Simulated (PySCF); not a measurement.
# C₆ coefficients of unlike pairs at UHF

Calculated with PySCF 2.14 from the dipole response of each species, C₆(A,B) = (3/π) ∫ α_A(iu) α_B(iu) du, in atomic units, from isotropic polarisabilities. For ions this is the dispersion term alone; charge-induced terms of lower order in 1/R come first.

```csv
species,configuration,basis,relativity,α (bohr³),C₆ (like pair)
Ta,[Xe] 4f14 5d3 6s2 (4F),"aug-cc-pVTZ-PP with one added diffuse shell each of s, p, d, f, g type with ECP60MDF (7s7p6d4f3g)",core potential,109.5,1455
Nb,[Kr] 4d4 5s1 (6D),"x2c-TZVPPall with one added diffuse shell each of s, p, d, f type (9s7p7d3f1g)",spin-free X2C,130.5,1585
Pd⁺,[Kr] 4d9 (2D),aug-cc-pwCVDZ-PP with ECP28MDF (6s6p5d3f),core potential,9.165,52.62
N²⁺,[He] 2s2 2p1 (2P),aug-cc-pVDZ (4s3p2d),none,2.728,3.861
```

(1) Estimate C₆ for Pd⁺ with Ta.

No spin-orbit coupling is included.

The other pairs:

```csv
pair,C₆
"N²⁺, Pd⁺",14.11
"N²⁺, Ta",62.98
"Nb, Ta",1507
"N²⁺, Nb",61.68
"Pd⁺, Nb",213.9
```

Results:

(1) The integral gives 218.8. The combination rule 2 C_A C_B / (C_A α_B/α_A + C_B α_A/α_B) gives 204.0 and the geometric mean 276.7.
